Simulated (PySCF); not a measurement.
# `CSc1ccccc1`, C$_{7}$H$_{8}$S

Geometry:
| atom | x (Å) | y (Å) | z (Å) |
| --- | --- | --- | --- |
| C1 | -2.876 | -0.889 | -0.470 |
| S2 | -2.086 | 0.714 | -0.679 |
| C3 | -0.413 | 0.420 | -0.205 |
| C4 | 0.093 | -0.815 | 0.217 |
| C5 | 1.438 | -0.939 | 0.572 |
| C6 | 2.294 | 0.158 | 0.513 |
| C7 | 1.790 | 1.391 | 0.092 |
| C8 | 0.453 | 1.525 | -0.263 |
| H9 | -3.929 | -0.739 | -0.757 |
| H10 | -2.437 | -1.654 | -1.132 |
| H11 | -2.843 | -1.231 | 0.578 |
| H12 | -0.553 | -1.694 | 0.273 |
| H13 | 1.816 | -1.912 | 0.899 |
| H14 | 3.347 | 0.056 | 0.793 |
| H15 | 2.449 | 2.264 | 0.040 |
| H16 | 0.068 | 2.496 | -0.591 |

Theory: PySCF, UKS PBE0/def2-SV(P) four-point reorganisation energy, gas phase. Geometry: PBE0/def2-SV(P).

(1) What is the inner reorganisation energy for hole transfer, with the ionisation energy?

Results:

(1) λ = 0.101 (surface of the oxidised species) + 0.105 (surface of the starting species) = 0.206 eV. The ionisation energy is 7.83 eV vertical and 7.73 eV adiabatic without zero-point energy; at the relaxed geometry of the oxidised species the two energies differ by 7.63 eV. Largest bond changes: S2–C3 1.764 → 1.706 Å, C8–C3 1.405 → 1.428 Å, C3–C4 1.400 → 1.420 Å, C5–C6 1.393 → 1.410 Å, C4–C5 1.396 → 1.379 Å. ⟨S²⟩ of the relaxed oxidised species 0.770.
